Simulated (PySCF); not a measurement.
Level of theory: PBE-D3(BJ)/def2-TZVP // CAM-B3LYP-D3(BJ)/def2-TZVP run with PySCF. All species are isolated molecules in the gas phase. One relaxed conformer stands for a flexible species; it need not be the lowest. 

Reference species (SMILES): `[OH][Al]([OH])[OH]` (neutral, multiplicity 1).

```
Property         Result
-------------  --------
LUMO           -1.26 eV
HOMO–LUMO gap   6.02 eV
HOMO           -7.28 eV
```

Changed species: `[AlH3]` (3 of 3 OH replaced by H; the reference has 0 of 3 OH replaced by H).

### Question
Predict the effect on the LUMO, HOMO–LUMO gap and HOMO.

### Answer
the LUMO falls by 1.26 eV, to -2.52 eV; the HOMO–LUMO gap falls by 1.23 eV, to 4.79 eV; the HOMO decreases by 0.03 eV, to -7.31 eV.
